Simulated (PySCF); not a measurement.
Precursor series Ti Cl-NH2. Isolated molecules, 0 K electronic values unless said otherwise. One relaxed conformer stands for each flexible species; it need not be the lowest.

All values below come from B3LYP-D3(BJ)/def2-TZVP // r2SCAN-D4/def2-SVP (PySCF 2.14.0). All candidates: neutral, multiplicity 1. B3LYP has the VWN-RPA correlation part, as in Gaussian. 

| Quantity | Value |
|---|---|
| LUMO | -0.92 eV |
| HOMO–LUMO gap | 5.63 eV |
| HOMO | -6.56 eV |

**Question.** Say which member has these values.
A) [Ti(Cl)(NH2)3]
B) [Ti(Cl)4]
C) [Ti(Cl)2(NH2)2]
D) [Ti(NH2)4]

**Answer.** D, [Ti(NH2)4]. The others give [Ti(Cl)(NH2)3]: -1.59 eV, 5.72 eV, -7.31 eV; [Ti(Cl)4]: -3.99 eV, 5.35 eV, -9.34 eV; [Ti(Cl)2(NH2)2]: -2.58 eV, 5.06 eV, -7.64 eV
